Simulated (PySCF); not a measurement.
B2H4, SMILES BB. Atoms are numbered in the order given.

```xyz
6

B      0.0000     0.0000     0.8133
B      0.0000     0.0000    -0.8133
H     -0.7166     0.7166     1.4496
H      0.7166    -0.7166     1.4496
H     -0.7166    -0.7166    -1.4496
H      0.7166     0.7166    -1.4496
```
Charge 0, spin multiplicity 1.

Geometry: B3LYP-D3(BJ)/def2-TZVP.

Two levels are set side by side: PBE/pcSseg-2 (PySCF) and KT2/pcSseg-2 (PySCF). GIAO shifts against BF3 (¹¹B), TMS (¹H) at the same level; non-relativistic, no solvent, atoms listed together averaged. Differences are taken from unrounded values.

```tsv
quantity	KT2
δ(¹¹B) of B1, B2 (ppm)	94.9
δ(¹H) of H3, H4, H5, H6 (ppm)	9.94
```

Q: What does PBE give, and how far is it from KT2? (Estimate from the structure and the level; the computed values follow.)

A: 
| quantity | PBE | PBE minus KT2 |
|---|---|---|
| δ(¹¹B) of B1, B2 (ppm) | 101.3 | 6.3 |
| δ(¹H) of H3, H4, H5, H6 (ppm) | 10.25 | 0.31 |

Rough cost on one machine, each run with all the roots and properties that it gave: KT2 against PBE within a factor of 2.
